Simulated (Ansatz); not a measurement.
`CB[SiH](O)Cl` and `CB[SiH](O)I` differ in one element.

Ansatz, PBE0-D4/def2-TZVP geometries, multiplicity 1. Each molecule was computed in one conformer, which needn't be the lowest.

Elements past krypton have def2 core potentials.

```tsv
property	`CB[SiH](O)Cl`
LUMO energy (PBE/def2-TZVPP) / eV	-2.98
HOMO energy (B3LYP/def2-TZVPP) / eV	-7.55
size of the dipole moment (ωB97M-V/def2-TZVPP) / D	2.63
HOMO energy (PBE/def2-TZVPP) / eV	-6.45
HOMO–LUMO gap (ωB97M-V/def2-TZVPP) / eV	9.83
HOMO energy (ωB97M-V/def2-TZVPP) / eV	-9.88
```

Q: Give the same properties after the change, and the shifts. (An estimate is asked.)

A: Ansatz gave: 
| property | `CB[SiH](O)I` | shift |
| --- | --- | --- |
| LUMO energy (PBE/def2-TZVPP) / eV | -2.71 | 0.27 |
| HOMO energy (B3LYP/def2-TZVPP) / eV | -7.13 | 0.42 |
| size of the dipole moment (ωB97M-V/def2-TZVPP) / D | 1.88 | -0.75 |
| HOMO energy (PBE/def2-TZVPP) / eV | -6.25 | 0.20 |
| HOMO–LUMO gap (ωB97M-V/def2-TZVPP) / eV | 9.45 | -0.38 |
| HOMO energy (ωB97M-V/def2-TZVPP) / eV | -9.40 | 0.48 |

With PBE0 the HOMO rises by 0.39 eV and the LUMO rises by 0.20 eV, so the gap narrows by about 0.19 eV. PBE moves the HOMO by 0.20 eV and ωB97M-V by 0.48 eV. Dipoles are sizes alone; their direction can turn.

B3LYP here is the variant with VWN-RPA as its local correlation; programs differ in this.

Spin–orbit coupling is left out; it splits and shifts lone-pair levels of the heavy atoms by tenths of an eV.
